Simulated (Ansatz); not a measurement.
Program: Ansatz. Geometries: PBE0-D4/def2-TZVP. ΔE: electronic, gas phase. CCSD(T)/CBS adds triple-zeta CCSD(T) − MP2 to the extrapolated MP2 energy (def2 sets, frozen cores). This one scheme is used for every species. DFT in def2-TZVPP. HSE06 is defined as in plane-wave codes. def2 core potentials past Kr. For Sn outer-core shells are correlated without core-valence functions, which leaves a few kJ/mol of doubt a bond. Each species was taken in one conformer, which may not be the lowest.

Reaction (cleavage of the Si–Sn bond): `S[SiH2][SnH3]` + HCl → `S[SiH2]Cl` + `[SnH4]`

| level | ΔE (kJ/mol) | difference from CCSD(T)/CBS |
| --- | --- | --- |
| B97M-V | -83.6 | -15.9 |
| r2SCANh-D4 | -74.0 | -6.3 |
| PBE | -65.0 | 2.7 |
| HSE06 | -68.6 | -0.9 |
| LC-ωPBE | -74.9 | -7.2 |
| MP2/def2-SVP | -73.6 | -5.9 |
| HF/def2-TZVPP | -89.7 | -22.0 |
| HF/def2-QZVPP | -90.0 | -22.3 |
| SCS-MP2/def2-QZVPP | -75.7 | -8.0 |
| MP2/CBS(def2) | -71.2 | -3.5 |
| CCSD(T)/CBS | -67.7 | 0 |

Largest T1 diagnostic among the species: 0.013.

From BLYP to BHLYP (50 % exact exchange), in def2-TZVPP and without D4, ΔE moves by −9.0 kJ/mol. In def2-TZVPP, CCSD(T) changes the Hartree–Fock value by +18.3 kJ/mol (the triples alone add +1.5 kJ/mol) and MP2 by +14.8 kJ/mol. The D4 term adds +3.7 kJ/mol with B3LYP and +2.4 kJ/mol with PBE0; it sums over pairs of atoms, weighted by their polarisabilities, and B3LYP, whose exchange is more repulsive, gets the larger term.

B3LYP here is the variant with VWN-RPA as its local correlation; programs differ in this.
